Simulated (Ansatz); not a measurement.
Calculated with Ansatz (gas phase, PBE0-D4/def2-TZVP geometries, no zero-point term in ΔE). CCSD(T)/CBS is the MP2 limit (def2-TZVPP, def2-QZVPP) plus CCSD(T) − MP2 in def2-TZVPP, frozen cores. This one scheme is used for every species. Functionals use def2-TZVPP. B3LYP here is the variant with VWN-RPA as its local correlation; programs differ in this. For Ge outer-core shells are correlated without core-valence functions, which leaves a few kJ/mol of doubt a bond. Scalar relativity is left out up to krypton. Each species was taken in one conformer, which may not be the lowest.

Reaction (ligand exchange at a Ge–Cl bond): `[SH][Ge][Cl]` + CH₃SH → `C[S][Ge][SH]` + HCl

```
             level  ΔE (kcal/mol)  difference from CCSD(T)/CBS
            PBE-D4            3.7                          0.0
         r2SCAN-D4            4.1                          0.4
           PBE0-D4            4.1                          0.4
          B3LYP-D4            5.2                          1.5
           ωB97X-V            5.9                          2.2
           ωB97M-V            5.8                          2.1
               PBE            4.7                          1.0
            r2SCAN            4.3                          0.6
              PBE0            5.0                          1.3
     HF/def2-TZVPP            8.9                          5.2
   CCSD/def2-TZVPP            4.7                          1.0
     HF/def2-QZVPP            9.1                          5.4
    MP2/def2-QZVPP            2.9                         -0.8
SCS-MP2/def2-QZVPP            4.4                          0.7
      HF/CBS(def2)            9.1                          5.4
    CCSD/CBS(def2)            4.6                          0.9
       CCSD(T)/CBS            3.7                            0
```

Largest T1 diagnostic among the species: 0.014.

In def2-TZVPP, CCSD(T) changes the Hartree–Fock value by −5.2 kcal/mol (the triples alone add −0.9 kcal/mol) and MP2 by −6.0 kcal/mol. The D4 term adds −1.6 kcal/mol with B3LYP and −0.9 kcal/mol with PBE0; it sums over pairs of atoms, weighted by their polarisabilities, and B3LYP, whose exchange is more repulsive, gets the larger term.
